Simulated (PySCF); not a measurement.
C₅H₅, SMILES [CH]1C=CC=C1, multiplicity 2.

Geometry: PBE0-D3(BJ)/def2-SVP. The isomer is the one that the SMILES or the coordinates give; other isomers of the formula were not compared.

Method: PBE/def2-TZVP run with PySCF.

Gas-phase values at a fixed geometry.

Computed frontier levels, dipole moment and polarisability:
```yaml
"α spin, highest occupied and lowest empty level": -5.42 and 0.32 eV
"β spin, highest occupied and lowest empty level": -5.24 and -4.46 eV
dipole_moment: 0.013 e·Å
quadrupole, principal values (traceless, Buckingham form, about the centre of nuclear charge): -6.47, 1.81, 4.66 D·Å
mean_static_polarisability: 53.8 bohr³ (7.98 Å³)
polarisability_principal_values: 33.6, 61.8, 66.0 bohr³
"⟨S²⟩": 0.761 (pure state 0.75)
```
